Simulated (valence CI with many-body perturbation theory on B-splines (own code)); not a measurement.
**Te I: one-electron terms**

Calculated by valence CI with perturbative core correlation (CI+MBPT): six valence electrons over a frozen Dirac-Fock core [Kr] 4d10, radial functions for each j: 9 s, 9 p, 8 d, 6 f, 3 g, 1 h, with the one-electron correlation potential Σ1 (screened to all orders), the two-electron term Σ2, the three-electron term Σ3, Breit, model QED; selected single and double excitations, second order for the rest, scaled by the run's own slope (own B-spline code, finite nucleus).

Against 23 measured levels this calculation errs by 166 cm⁻¹ on average and by 300 at most. These come from a selection out of the NIST Handbook of Basic Atomic Spectroscopic Data. Levels without a partner in it may be off by more. Among the levels kept, up to 1400 cm⁻¹ of a level comes from second order outside the variational space, and about a tenth of that is noise between levels of different J, which matters for small intervals.

These are the spectroscopic orbitals of the CI (the correlating ones are not listed), shaped by the core and the other valence electrons. h is the expectation value of the core's Dirac-Fock operator, without the valence repulsion; Σ1 is computed up to l = 3 at one energy for each symmetry, that of its lowest orbital but kept below the first core excitation, so for empty shells it is not the orbital's own correlation shift; Breit and QED include the response of the core.

| Orbital | h (hartree) | Σ1 (cm⁻¹) | Breit (cm⁻¹) | QED (cm⁻¹) | ⟨r⟩ (bohr) |
| --- | --- | --- | --- | --- | --- |
| 5s1/2 | -2.4627 | -11045 | 146 | 169 | 2.168 |
| 6s1/2 | -0.96739 | -930 | 15.8 | 17.8 | 6.598 |
| 7s1/2 | -0.46997 | -229 | 4.0 | 4.5 | 14.60 |
| 8s1/2 | -0.28076 | -94.3 | 1.7 | 1.9 | 25.49 |
| 5p1/2 | -2.0006 | -7448 | 172 | -3.5 | 2.635 |
| 6p1/2 | -0.72181 | -469 | 12.7 | -0.3 | 8.927 |
| 7p1/2 | -0.38098 | -155 | 4.3 | -0.1 | 18.29 |
| 8p1/2 | -0.23766 | -71.8 | 2.0 | 0.0 | 30.55 |
| 5p3/2 | -1.9378 | -6689 | 89.3 | 6.4 | 2.752 |
| 6p3/2 | -0.70737 | -461 | 7.2 | 0.5 | 9.129 |
| 7p3/2 | -0.37512 | -152 | 2.6 | 0.2 | 18.58 |
| 8p3/2 | -0.23476 | -70.6 | 1.2 | 0.1 | 30.92 |
| 5d3/2 | -0.83595 | -431 | 1.8 | -0.4 | 7.795 |
| 6d3/2 | -0.42677 | -169 | 0.8 | -0.2 | 17.57 |
| 7d3/2 | -0.25914 | -80.5 | 0.4 | -0.1 | 30.22 |
| 5d5/2 | -0.8335 | -418 | 0.2 | -0.2 | 7.806 |
| 6d5/2 | -0.42449 | -162 | 0.1 | -0.1 | 17.61 |
| 7d5/2 | -0.25795 | -77.1 | 0.0 | 0.0 | 30.27 |
| 4f5/2 | -0.34604 | -4.5 | 0.0 | 0.0 | 17.91 |
| 5f5/2 | -0.22226 | -2.8 | 0.0 | 0.0 | 31.26 |
| 4f7/2 | -0.34612 | -4.6 | 0.0 | 0.0 | 17.91 |
| 5f7/2 | -0.22232 | -2.9 | 0.0 | 0.0 | 31.25 |
| 5g7/2 | -0.22012 |  | 0.0 | 0.0 | 27.47 |
| 5g9/2 | -0.22012 |  | 0.0 | 0.0 | 27.47 |

Among the shells of the start configuration 5s2 5p4, Σ1 is largest in size for 5s1/2, where it is 2.0 % of h.

Lowest root of each symmetry, sizes in configuration state functions:

| J | Parity | Roots | Reference | Variational | Second order | Change by selected CI (cm⁻¹) | Change by second order (cm⁻¹) |
| --- | --- | --- | --- | --- | --- | --- | --- |
| 0 | even | 4 | 16 | 116801 | 3172033 | -24704 | -296 |
| 1 | even | 4 | 38 | 105613 | 8188472 | -23929 | -761 |
| 2 | even | 5 | 47 | 102366 | 7983737 | -23670 | -719 |
| 3 | even | 2 | 35 | 85738 | 16399324 | -24572 | -886 |
| 0 | odd | 2 | 15 | 88863 | 3594716 | -24983 | -429 |
| 1 | odd | 6 | 40 | 115394 | 6199876 | -25873 | -800 |
| 2 | odd | 7 | 47 | 107307 | 11511417 | -24239 | -892 |
| 3 | odd | 4 | 39 | 107153 | 12242740 | -24032 | -1299 |
| 4 | odd | 2 | 25 | 83685 | 20526829 | -24223 | -1071 |
